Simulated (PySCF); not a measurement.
A GIAO shielding run with PySCF (density fitting, non-relativistic, gas phase) on SMILES COC[Si@@H](CC#N)[SiH2]N, C4H12N2OSi2:

```
$ OMP_NUM_THREADS=1 python probes_run.py task.json out

{"job": {"kind": "nmr", "xc": "PBE0", "basis": "pcSseg-1"}, "charge": 0, "multiplicity": 1}
C      3.499443     0.207110    -0.368932
O      2.149842     0.188806    -0.750530
C      1.270599     0.611577     0.271977
Si    -0.480417     0.393206    -0.455927
C     -0.515654    -1.458684    -1.011413
C     -0.325126    -2.308616     0.116871
N     -0.160669    -2.958197     1.046009
Si    -2.146443     0.839147     1.087777
N     -3.609401     0.640757     0.194293
H      3.679505    -0.464564     0.480129
H      3.815996     1.219847    -0.088354
H      4.077603    -0.130156    -1.227307
H      1.489982     1.650529     0.554450
H      1.414194    -0.002192     1.172655
H     -0.493173     1.139940    -1.731101
H      0.289536    -1.644904    -1.723711
H     -1.467457    -1.703613    -1.483516
H     -2.286967    -0.123667     2.181348
H     -1.992116     2.168538     1.718073
H     -3.733341     1.132858    -0.675970
H     -4.484856     0.619222     0.692708
```

Hardware: 1 thread of an Arm Neoverse N1, shared host. The job also computes population analyses, field gradients.

(1) How large is the calculation?

(2) How long does it take, and how much memory does it need?

Answers

(1) 86 electrons, 227 basis functions and 1215 auxiliary functions.

(2) 83 s of wall time, with 14 SCF cycles and 5 response iterations; peak memory 1.1 GiB. Times on a shared host scatter by some tens of per cent.
